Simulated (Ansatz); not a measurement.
`BN([SiH3])C=C` + `O=[C](O)[GeH3]` → `BO[C](=O)[GeH3]` + `C=CN[SiH3]` at 400 K and 1 bar (ligand exchange at a B–N bond).

Calculated with Ansatz (gas phase, PBE0-D4/def2-TZVP geometries, no zero-point term in ΔE). CCSD(T)/CBS is the MP2 limit (def2-TZVPP, def2-QZVPP) plus CCSD(T) − MP2 in def2-TZVPP, frozen cores. This one scheme is used for every species. For Ge outer-core shells are correlated without core-valence functions, which leaves a few kJ/mol of doubt a bond. Scalar relativity is left out up to krypton. Each species was taken in one conformer, which may not be the lowest.

```csv
species,CCSD(T)/CBS energy (Eh),H − E (kJ/mol),S (J/(mol·K))
`BN([SiH3])C=C`,-449.51164,287.7,370.1
`O=[C](O)[GeH3]`,-2266.90720,150.8,358.6
`BO[C](=O)[GeH3]`,-2292.31995,186.4,392.1
`C=CN[SiH3]`,-424.08767,250.4,353.1
```

H − E and S are ideal-gas, rigid-rotor, harmonic terms from PBE0-D4/def2-TZVP, for one conformer and one mirror image of each species. 1 Eh = 2625.50 kJ/mol, R = 8.31446 J/(mol·K).

Question: By hand: ΔE, ΔH, ΔS and ΔG.

Answer: ΔE = (-2292.31995) + (-424.08767) − (-449.51164) − (-2266.90720) = 0.01122 Eh = 29.5 kJ/mol. Δ(H − E) = 186.4 + 250.4 − 287.7 − 150.8 = -1.7, so ΔH = 27.8 kJ/mol. ΔS = 392.1 + 353.1 − 370.1 − 358.6 = 16.5 J/(mol·K). ΔG = 27.8 − 400 × (16.5)/1000 = 21.2 kJ/mol.

Question: By hand: the equilibrium constant, and the temperature at which ΔG would vanish if ΔH and ΔS stayed fixed.

Answer: log₁₀ K = −ΔG/(RT ln 10) = -2.8. ΔG = 0 at ΔH/ΔS = 1685 K, though so small a ΔS makes that figure unsure.

ΔH outweighs TΔS. A doubt of 5 kJ/mol in ΔE shifts log₁₀ K by 0.7 here. Other conformers and mirror images would add mixing entropy, several J/(mol·K) or more a flexible species. Modes under 60 cm⁻¹, often nearly free rotors, make the harmonic entropy too high. These are equilibria of isolated gas molecules and say nothing of rates. Largest T1 diagnostic: 0.015 (customary marks: 0.02 for closed shells, 0.045 for open ones).
